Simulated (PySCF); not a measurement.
Computed with PBE0-D3(BJ)/def2-TZVP run with PySCF. Gas-phase values, no solvent. Excitations are Tamm–Dancoff values on a coarser integration grid. The basis has no diffuse functions, so Rydberg states are missing or too high.

Reference species (SMILES): `[si]1(cc1)=O` (neutral, multiplicity 1).

The HOMO–LUMO gap comes out as 6.49 eV. The T1 excitation (TDA) comes out as 4.19 eV. The dipole moment is 4.73 D.

Changed species: `O=C=C=[SiH2]`.

Predict the effect on the HOMO–LUMO gap, T1 excitation (TDA) and dipole moment.

the HOMO–LUMO gap decreases by 2.41 eV, to 4.08 eV; the T1 excitation (TDA) decreases by 2.00 eV, to 2.19 eV; the dipole moment decreases by 0.85 D, to 3.88 D.
